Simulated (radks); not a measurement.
Spin polarisation of the 5p3 shell in the iodine ion I2+. Start: [Kr] 4d10 5s2 5p(up 1.5, down 1.5); electrons of 5p are moved from spin down to spin up, other shells keep equal spins. Calculated with a radial shooting solver on a logarithmic mesh with Libxc functionals: scalar-relativistic Kohn-Sham, r2SCAN, spin-polarised, spherical densities, finite nucleus; meta-GGA in the generalised Kohn-Sham scheme; Fermi nuclear charge, rms radius of each element as measured or else 0.836 A^(1/3) + 0.57 fm.

moment (Bohr magnetons),E - E(0) (eV),e(5p up) (eV),e(5p down) (eV),5s down minus up (eV),4d down minus up (eV),4p down minus up (eV)
0,0.000,-24.692,-24.692,0.000,0.000,0.000
0.75,-0.160,-25.091,-24.234,0.856,0.104,0.068
1.5,-0.645,-25.440,-23.702,1.726,0.209,0.135
2.25,-1.470,-25.743,-23.070,2.618,0.315,0.203
3,-2.671,-26.003,-22.180,3.524,0.427,0.271

At moment 3 the spin-polarisation energy is -2.671 eV and the 5p exchange splitting 3.822 eV, that is 1.274 eV per Bohr magneton; E = -I m^2/4 would give I = 1.187 eV.
